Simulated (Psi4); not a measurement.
lithium hydride (HLi), singlet, at a GFN2-xTB geometry (such geometries of metal compounds can be far from the true shape), atoms displaced at random by about 0.05 Å a coordinate; PBE/cc-pVTZ (Psi4 1.11).

The Psi4 input:
```
memory 2 GB

molecule {
0 1
  Li   -0.04138172    0.09577848   -0.34287007
  H     0.07956096    0.03903936    1.09167980
}

set basis cc-pvtz
set g_convergence turbomole

optimize('pbe')
print_variables()
```

What the program printed (banner, timings and long lists left out):

```
gradient() will perform analytic gradient computation.

   => Loading Basis Set <=

    Name: CC-PVTZ
    Role: ORBITAL
    Keyword: BASIS

         ---------------------------------------------------------
                                   SCF
               by Justin Turney, Rob Parrish, Andy Simmonett
                          and Daniel G. A. Smith
                              RKS Reference
         ---------------------------------------------------------

  ==> Geometry <==

    Molecular point group: c2v
    Full point group: C_inf_v

    Geometry (in Angstrom), charge = 0, multiplicity = 1:

       Center              X                  Y                   Z               Mass
    ------------   -----------------  -----------------  -----------------  -----------------
         LI          -0.000000000000     0.000000000000    -0.180964815668     7.016003436600
         H            0.000000000000     0.000000000000     1.259791856745     1.007825032230

  Running in c2v symmetry.

  Rotational constants: A = ************  B =      9.21556  C =      9.21556 [cm^-1]
  Rotational constants: A = ************  B = 276275.65799  C = 276275.65799 [MHz]
  Nuclear repulsion =    1.101873524105770

  Charge       = 0
  Multiplicity = 1
  Electrons    = 4
  Nalpha       = 2
  Nbeta        = 2

  ==> Algorithm <==

  SCF Algorithm Type is DF.
  DIIS enabled.
  MOM disabled.
  Fractional occupation disabled.
  Guess Type is SAD.
  Energy threshold   = 1.00e-08
  Density threshold  = 1.00e-08
  Integral threshold = 1.00e-12

  ==> Primary Basis <==

  Basis Set: CC-PVTZ
    Blend: CC-PVTZ
    Number of shells: 16
    Number of basis functions: 44
    Number of Cartesian functions: 50
    Spherical Harmonics?: true
    Max angular momentum: 3

  ==> DFT Potential <==

   => LibXC <=

    Version 7.1.2
    S. Lehtola, C. Steigemann, M. J. T. Oliveira, and M. A. L. Marques,  SoftwareX 7, 1–5 (2018) (10.1016/j.softx.2017.11.002)

   => Composite Functional: PBE <=

    PBE GGA Exchange-Correlation Functional

    J.P. Perdew et. al., Phys. Rev. Lett., 77(18), 3865-3868, 1996

    Deriv               =              1
    GGA                 =           TRUE
    Meta                =          FALSE

    Exchange Hybrid     =          FALSE
    MP2 Hybrid          =          FALSE

   => Exchange Functionals <=

    1.0000     XC_GGA_X_PBE

   => Correlation Functionals <=

    1.0000     XC_GGA_C_PBE

   => LibXC Density Thresholds  <==

    XC_GGA_C_PBE:  1.00E-12
    XC_GGA_X_PBE:  1.00E-15

   => Molecular Quadrature <=

    Radial Scheme          =       TREUTLER
    Pruning Scheme         =           NONE
    Nuclear Scheme         =       TREUTLER

    Blocking Scheme        =         OCTREE
    BS radius alpha        =              1
    Pruning alpha          =              1
    Radial Points          =             75
    Spherical Points       =            302
    Total Points           =          44310
    Total Blocks           =            412
    Max Points             =            253
    Max Functions          =             44
    Weights Tolerance      =       1.00E-15

   => Loading Basis Set <=

    Name: (CC-PVTZ AUX)
    Role: JKFIT
    Keyword: DF_BASIS_SCF

  ==> Integral Setup <==

  SCF_SUBTYPE=INCORE selected. In-core MEM_DF algorithm will be used.
  Using in-core AOs.

  ==> MemDFJK: Density-Fitted J/K Matrices <==

    J tasked:                   Yes
    K tasked:                    No
    wK tasked:                   No
    Algorithm:                 Core
    Schwarz Cutoff:           1E-12
    Mask sparsity (%):       0.0000
    Fitting Condition:        1E-10

   => Auxiliary Basis Set <=

  Basis Set: (CC-PVTZ AUX)
    Blend: CC-PVTZ-JKFIT + DEF2-UNIVERSAL-JKFIT
    Number of shells: 27
    Number of basis functions: 81
    Number of Cartesian functions: 95
    Spherical Harmonics?: true
    Max angular momentum: 3

  Minimum eigenvalue in the overlap matrix is 1.0038283850E-03.
[...]
  @DF-RKS Final Energy:    -8.04184213651198
    Total Energy =                         -8.0418421365119759
  @DF-RKS Final Energy:    -8.04509934755757
    Total Energy =                         -8.0450993475575672
  @DF-RKS Final Energy:    -8.04552100866745
    Total Energy =                         -8.0455210086674533
  @DF-RKS Final Energy:    -8.04554738776898
    Total Energy =                         -8.0455473877689752
  @DF-RKS Final Energy:    -8.04554911934562
    Total Energy =                         -8.0455491193456243
  @DF-RKS Final Energy:    -8.04554923357493
    Total Energy =                         -8.0455492335749295
[...]
    GGA                 =           TRUE
    Meta                =          FALSE

    Exchange Hybrid     =          FALSE
    MP2 Hybrid          =          FALSE

   => Exchange Functionals <=

    1.0000     XC_GGA_X_PBE

   => Correlation Functionals <=

    1.0000     XC_GGA_C_PBE

   => LibXC Density Thresholds  <==

    XC_GGA_C_PBE:  1.00E-12
    XC_GGA_X_PBE:  1.00E-15

   => Molecular Quadrature <=

    Radial Scheme          =       TREUTLER
    Pruning Scheme         =           NONE
    Nuclear Scheme         =       TREUTLER

    Blocking Scheme        =         OCTREE
    BS radius alpha        =              1
    Pruning alpha          =              1
    Radial Points          =             75
    Spherical Points       =            302
    Total Points           =          44334
    Total Blocks           =            411
    Max Points             =            254
    Max Functions          =             44
    Weights Tolerance      =       1.00E-15

  -Total Gradient:
     Atom            X                  Y                   Z
    ------   -----------------  -----------------  -----------------
       1        0.000000000000     0.000000000000     0.000033077295
       2        0.000000000000     0.000000000000    -0.000032590290

    			-----------------------------------------

    			 OPTKING 3.0: for geometry optimizations

    			     By R.A. King, Bethel University

    			        with contributions from

    			    A.V. Copan, J. Cayton, A. Heide

    			-----------------------------------------

	                            ===> Fragment 1 <==

	 Z (Atomic Numbers)          Masses                          Geom
	       3.000000             7.016003         -0.00000000  0.00000000 -0.38090231
	       1.000000             1.007825          0.00000000  0.00000000  2.65166258

	 - Coordinate -           - BOHR/RAD -       - ANG/DEG -
	 R(1,2)           =         3.032565           1.604764

	        --- Internal Coordinate Step in ANG or DEG, aJ/ANG or AJ/DEG ---
	-------------------------------------------------------------------------------
	           Coordinate      Previous         Force          Change          New
	           ----------      --------        ------          ------        ------
	               R(1,2)       1.60476        0.00027        0.00025       1.60501
	-------------------------------------------------------------------------------

	                                 ==> Convergence Check <==

	Measures of convergence in internal coordinates in au.

	Criteria marked as inactive (o), active & met (*), and active & unmet ( ).

	----------------------------------------------------------------------------------------------
	   Step    Total Energy     Delta E     Max Force     RMS Force      Max Disp      RMS Disp
	----------------------------------------------------------------------------------------------
	  Convergence Criteria     1.00e-06 *    1.00e-03 *    5.00e-04 *    1.00e-03 *    5.00e-04 *
	----------------------------------------------------------------------------------------------
	     6      -8.04554923   -1.14e-07 *    3.28e-05 *    3.28e-05 *    4.68e-04 *    4.68e-04 *  ~
	----------------------------------------------------------------------------------------------

Next Geometry in Ang
	Fragment 1 (Ang)

	   Li  -0.0000000000   0.0000000000  -0.2016886037
	    H   0.0000000000   0.0000000000   1.4033231906

    Final optimized geometry and variables:
    Molecular point group: c2v
    Full point group: C_inf_v

    Geometry (in Angstrom), charge = 0, multiplicity = 1:

    LI           0.000000000000     0.000000000000    -0.201564822949
    H            0.000000000000     0.000000000000     1.403199409899

  Variable Map:
  ----------------------------------------------------------------------------
[...]
  Array Variable Map:
  ----------------------------------------------------------------------------
[...]
Optimizer: Optimization complete!
```
